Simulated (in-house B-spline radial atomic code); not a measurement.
Radial electron density of the praseodymium ion Pr³⁺, [Kr] 4d9 4f2 5s2 5p6 9p1. Method: Dirac-Hartree-Fock, average of configuration, Fermi nucleus of rms radius 4.8919 fm. Calculated with an all-electron radial atomic-structure program (B-spline basis).

Columns: r (bohr), 4πr²n(r) (electrons per bohr), bar.

```
0.000936    2.677 #
 0.00121    4.122 ##
 0.00156    6.259 ###
 0.00201     9.38 ####
 0.00259    13.84 ######
 0.00333    19.97 #########
  0.0043    28.26 ############
 0.00554    38.59 #################
 0.00714    50.57 ######################
  0.0092    62.86 ###########################
  0.0119    73.33 ################################
  0.0153    78.89 ##################################
  0.0197    78.22 ##################################
  0.0254    73.01 ################################
  0.0328    69.52 ##############################
  0.0422    75.11 #################################
  0.0545    90.04 #######################################
  0.0702    101.7 ############################################
  0.0905    96.12 ##########################################
   0.117    79.43 ##################################
    0.15    76.13 #################################
   0.194    87.45 ######################################
    0.25    80.59 ###################################
   0.322    49.55 #####################
   0.415    32.41 ##############
   0.535    37.18 ################
    0.69    32.99 ##############
    0.89    18.46 ########
    1.15    10.83 #####
    1.48    8.259 ####
    1.91    4.482 ##
    2.46    1.336 #
    3.17      0.2 
    4.08  0.01178 
    5.26  0.04018 
    6.79 0.001767 
    8.75  0.05538 
    11.3 0.004532 
    14.5  0.09498 
    18.7  0.08003 
    24.2   0.0056 
    31.1 4.07e-05 
    40.1 1.747e-08 
    51.8 2.522e-13
```

On this grid the curve has 7 maxima, near 0.0153, 0.0702, 0.194, 0.535, 5.26, 8.75, 14.5 bohr.

The 4d5/2 radial function P(r) = rR(r), positive near the nucleus, with its small component Q(r) (sign convention: Q ≈ (P' + κP/r)/2c):

| r (bohr) | P | Q |
| --- | --- | --- |
| 0.0092 | 0.002382 | -0.0001684 |
| 0.0153 | 0.009601 | -0.0006706 |
| 0.0254 | 0.03577 | -0.002459 |
| 0.0422 | 0.1185 | -0.00798 |
| 0.0702 | 0.3236 | -0.02133 |
| 0.117 | 0.6399 | -0.04205 |
| 0.194 | 0.6775 | -0.0506 |
| 0.322 | -0.1531 | -0.02221 |
| 0.535 | -1.223 | 0.0175 |
| 0.89 | -1.014 | 0.01886 |
| 1.48 | -0.2542 | 0.00437 |
| 2.46 | -0.01616 | 0.0002399 |
